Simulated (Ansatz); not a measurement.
C$_{4}$H$_{10}$O, singlet, at a GFN2-xTB geometry of the parent state; Ansatz (an electronic-structure program) with PBE0/6-31G*.

Here is a job for Ansatz.
Ansatz 0.2 input:
```yaml
crystal:
  periodic: [false, false, false]
  atoms:
    - {symbol: C, position_ang: [-2.35982969, -0.03023635, 0.13916635]}
    - {symbol: C, position_ang: [-0.97011987, 0.00027248, -0.40685575]}
    - {symbol: C, position_ang: [0.09692071, -0.53950406, 0.56070054]}
    - {symbol: C, position_ang: [1.45683769, -0.39082859, -0.09074227]}
    - {symbol: O, position_ang: [1.77147372, 0.95186914, -0.13961120]}
    - {symbol: H, position_ang: [-2.76897938, -1.04563552, 0.20110872]}
    - {symbol: H, position_ang: [-3.03834302, 0.48591634, -0.54588573]}
    - {symbol: H, position_ang: [-2.40990028, 0.39659707, 1.13937189]}
    - {symbol: H, position_ang: [-0.62619785, 1.03693804, -0.58850743]}
    - {symbol: H, position_ang: [-0.93117855, -0.49041316, -1.38693177]}
    - {symbol: H, position_ang: [0.07997256, 0.02408467, 1.49361956]}
    - {symbol: H, position_ang: [-0.12117966, -1.58875650, 0.77466880]}
    - {symbol: H, position_ang: [1.48827799, -0.85532211, -1.09316915]}
    - {symbol: H, position_ang: [2.20739124, -0.94983897, 0.50690880]}
    - {symbol: H, position_ang: [2.60549408, 1.13325596, -0.59790727]}
basis:
  gaussian:
    orbitals: 6-31G*
hamiltonian:
  xc: pbe0
```

**Question.** Write the output that Ansatz gives for this input, abridged.

**Answer.** 
```
Functional definition: PBE0
1024 factors; integrals over basis functions are off by at most 8.0e-4 eV
mean field evaluation 1: about -6342.7781 eV, gradient 5.8e1 eV
mean field evaluation 2: about -6340.1957 eV, gradient 6.8e1 eV
mean field evaluation 4: about -6350.0335 eV, gradient 2.4e0 eV
mean field evaluation 8: about -6350.4343 eV, gradient 2.3e-1 eV
mean field evaluation 16: about -6350.4345 eV, gradient 5.1e-5 eV
mean field -6350.43446318 eV, -233.3741620429 hartree, gradient 5.1e-5 eV, S^2 0.000000; 0 other end points of the search recorded, 0 dependent functions left out
reference -6350.43448115 eV, -233.3741627033 hartree; 21, 21 occupied and 74, 74 virtual orbitals, 1024 factors
Total energy: -6350.43448115 eV, -233.3741627033 hartree
```
